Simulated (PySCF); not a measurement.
Spectroscopy problems

PySCF 2.14 calculation with shieldings: GIAO PBE0/pcSseg-1 and geometry from GFN2-xTB; no relativistic terms, fast rotation and ring inversion assumed for equivalent nuclei, gas phase, a single conformation.

Referencing at the same level of theory: 1H (σref 31.72), 13C (σref 186.93) vs TMS. Where no couplings were computed, multiplicities follow the n + 1 count of equivalent neighbours, and m marks all less simple cases (inequivalent or close neighbours, rings, F or P nearby). Shifts are as computed. Against solution values, carbons near 30 ppm lie about +3 ppm off and those near 130 ppm about +5 ppm; carbons on Cl a further +6 ppm. Of 1211 compounds with measured shifts, 218 miss one by over three times the rms of a fit or turn the order of signals round; such compounds aren't used in these exercises. Carbons bonded to Cl come out too deshielded. OH and NH positions are gas-phase values without hydrogen bonding to other molecules.

**Question.** C6H7NOSi. 1H NMR (600 MHz, computed): δ 7.37 (m, 1H), 7.09 (m, 1H), 4.69 (q, 2H), 0.48 (t, 3H). 13C{1H} NMR (computed): δ 166.4 (C), 138.1 (C), 132.1 (CH), 129.2 (CH), 116.8 (C), -6.4 (CH3). Identify the compound.

**Answer.** `C[SiH2]c1ccc(C#N)o1`. Rings plus π bonds: 5 (1 ring in the answer). 6 carbon signals for 6 carbons: no two carbons are equivalent. Carbon types of the structure: 3 × C, 2 × CH, 1 × CH3, leaving 2 H on heteroatoms. δC 166.4, 138.1: substituted aromatic carbon next to the ring oxygen. δC 132.1, 129.2: aromatic CH; the aromatic region. δC 116.8: nitrile carbon; C≡N carbons fall here, among the sp2 signals but without a proton. δC -6.4: methyl carbon bonded to Si; an electropositive neighbour leaves it electron-rich and shielded.

This is the structure that produced the data.

**Question.** C4H9ClO3Si. 1H NMR (300 MHz, computed): δ 6.82 (d, 1H), 5.96 (d, 1H), 3.96 (q, 2H), 2.35 (br s, 2H), 1.33 (t, 3H). 13C{1H} NMR (computed): δ 147.5, 135.6, 60.9, 20.4. What is it?

**Answer.** `CCO[Si](O)(O)/C=C\Cl`. The formula gives 1 degree of unsaturation (no ring in the answer). 4 carbon signals for 4 carbons: no two carbons are equivalent. Carbon types of the structure: 2 × CH, 1 × CH2, 1 × CH3, leaving 2 H on heteroatoms. δC 147.5, 135.6: alkene CH; the olefinic region. δC 60.9: sp3 CH2 bonded to O; the inductive effect lowers its shielding. δH 6.82, 5.96: hydrogen on an alkene CH; a vinylic proton, deshielded by the sp2 carbon and the C=C anisotropy. δH 3.96: hydrogen on an sp3 CH2 bonded to O; its carbon carries O, hence the downfield position.

This is the structure that produced the data.
